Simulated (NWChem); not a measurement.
System: BClF₂; SMILES FB(F)Cl

```xyz
4

B     -0.0032     0.4385     0.0000
F      0.0003     1.1019    -1.1364
F      0.0003     1.1019     1.1364
Cl     0.0000    -1.3166     0.0000
```
Atoms are numbered in this order, from 1.

Program: NWChem. Pople sets run with spherical d functions. STO-3G and 3-21G are far too small for this property and stand as cheap habits. Geometry: optimised at B3LYP/6-31G* (spherical d). Field at 589 nm.

```json
[
 {"level": "B3LYP/STO-3G", "isotropic polarisability (bohr³)": "9.4", "anisotropy (bohr³)": "11.3"},
 {"level": "B3LYP/6-31G*", "isotropic polarisability (bohr³)": "19.8", "anisotropy (bohr³)": "13.6"},
 {"level": "B3LYP/def2-SVP", "isotropic polarisability (bohr³)": "19.3", "anisotropy (bohr³)": "11.2"},
 {"level": "B3LYP/def2-SVPD", "isotropic polarisability (bohr³)": "29.3", "anisotropy (bohr³)": "9.7"},
 {"level": "B3LYP/aug-cc-pVDZ", "isotropic polarisability (bohr³)": "28.8", "anisotropy (bohr³)": "10.6"}
]
```
